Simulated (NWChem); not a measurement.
# CH$_{4}$F$_{2}$SSi; SMILES C[Si](F)(F)S

```xyz
9

C     -1.6748     1.1162     0.0000
Si     0.0154     0.3547     0.0000
F      0.8814     0.8619     1.2883
F      0.8814     0.8619    -1.2883
S     -0.1278    -1.7763     0.0000
H     -2.2431     0.8075     0.8998
H     -1.5935     2.2217     0.0000
H     -2.2431     0.8075    -0.8998
H      1.2250    -1.9435     0.0000
```
Atoms are numbered in this order, from 1.

Level: PBE-D3(BJ)/def2-SVP (NWChem), optimised geometry, unscaled harmonic frequencies. 

Problem. List the harmonic frequencies with IR intensities, and the thermochemistry.

Solution. 
```tsv
frequency (cm⁻¹)	IR intensity (km/mol)
97	8.2
123	3.2
166	2.2
208	6.2
243	9.2
277	28.9
309	22.5
494	45.7
661	6.7
722	56.0
754	1.8
783	112.2
890	154.4
925	146.1
1229	39.3
1374	7.1
1378	2.6
2619	0.9
2988	0.3
3092	0.1
3095	0.1
```

```json
{
 "zero_point_energy": "32.0 kcal/mol",
 "thermal correction to the enthalpy at 298.15 K (with zero-point energy)": "37.4 kcal/mol",
 "heat capacity Cv": "24.5 cal/(mol K)",
 "entropy at 298.15 K and 1 atm (symmetry number 1)": "85.3 cal/(mol K)",
 "dipole_moment": "1.23 D"
}
```

Rigid rotor and harmonic oscillator; modes under 100 cm⁻¹ make the entropy uncertain.
